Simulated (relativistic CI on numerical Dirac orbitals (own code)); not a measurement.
## Radial parameters of Hg XLVI

These numbers are calculated, not measured: Dirac-Coulomb-Breit CI, separate exchange-only KLI orbitals for each configuration, QED by a radiative potential, unscaled Slater integrals (own radial code, finite nucleus).

Slater integrals F^k, G^k are unscaled and averaged over j, outside the closed core [Ar] 3d10; ζ comes from projecting the Hamiltonian with its Breit term on Σ l·s of the shell.

- 4s²4p⁵: ζ(4p) = 764540 cm⁻¹; <r>(4p) = 0.3684, <r^2>(4p) = 0.1538 (bohr units).
- 4s²4p⁴4d: F^2(4p,4p) = 275490, ζ(4p) = 765410, F^2(4p,4d) = 272030, G^1(4p,4d) = 334870, G^3(4p,4d) = 215330, ζ(4d) = 96307 cm⁻¹; <r>(4p) = 0.3684, <r^2>(4p) = 0.1538, <r>(4d) = 0.3661, <r^2>(4d) = 0.1533 (bohr units).
- 4s4p⁵4d: G^1(4s,4p) = 360630, ζ(4p) = 764980, G^2(4s,4d) = 267580, F^2(4p,4d) = 271990, G^1(4p,4d) = 334830, G^3(4p,4d) = 215290, ζ(4d) = 96747 cm⁻¹; <r>(4s) = 0.3581, <r^2>(4s) = 0.1444, <r>(4p) = 0.3685, <r^2>(4p) = 0.1539, <r>(4d) = 0.3662, <r^2>(4d) = 0.1534 (bohr units).

Averages of the first 10 configurations, taken without configuration mixing, which lowers the lowest level and can move excited configurations by several eV; other configurations of the list can lie among them:

```
Configuration  Parity  States  Average energy above the lowest level (eV)
       4s²4p⁵     odd       6                                        49.0
        4s4p⁶    even       2                                       275.2
     4s²4p⁴4d    even     150                                       295.0
      4s4p⁵4d     odd     120                                       515.8
     4s²4p⁴4f     odd     210                                       521.4
      4s4p⁵4f    even     168                                       742.5
        4p⁶4d    even      10                                       748.8
     4s4p⁴4d²    even    1350                                       759.9
   4s²4p³4d4f    even    2800                                       768.2
        4p⁶4f     odd      14                                       975.8
```
